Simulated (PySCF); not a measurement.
Molecule: `C#C[Si@@H](C)N=C`, C4H7NSi.

Cartesian coordinates in Å; atom numbers follow the order of the lines, from 1:
```xyz
13

C    -0.827    2.895    0.143
C    -0.493    1.728    0.228
Si   -0.012   -0.039    0.377
C    -1.529   -1.121    0.328
N     0.999   -0.426   -1.010
C     2.204   -0.790   -0.929
H    -1.120    3.927    0.064
H     0.746   -0.213    1.661
H    -2.026   -1.024   -0.649
H    -1.259   -2.178    0.479
H    -2.241   -0.827    1.114
H     2.771   -0.892    0.023
H     2.779   -1.036   -1.842
```

Geometry PBE0-D3(BJ)/def2-SVP throughout; GIAO in PySCF 2.14, gas phase, one conformer, non-relativistic; equivalent atoms averaged; basis pcSseg-1.

For orientation, PBE0 gives these absolute shieldings σ: C1 80.5, C2 96.6, C4 185.1, Si3 375.6, N5 -164.8, H13 22.73, H12 22.68, H7 28.90, H9/H10/H11 30.78 ppm.

A run gave: C1 73.2, C2 87.4, C4 181.9, Si3 340.9, N5 -187.6, H13 22.06, H12 21.84, H7 28.60, H9/H10/H11 30.33 ppm (absolute shieldings σ).

Question: Which functional was used in that run?
A. KT2
B. LDA
C. LC-wPBE
D. B3LYP
E. BP86

Answer: B. Si3 tells them apart best: LDA gives 340.9, KT2 gives 386.8, LC-wPBE gives 379.2, BP86 gives 360.2, B3LYP gives 364.8 ppm.
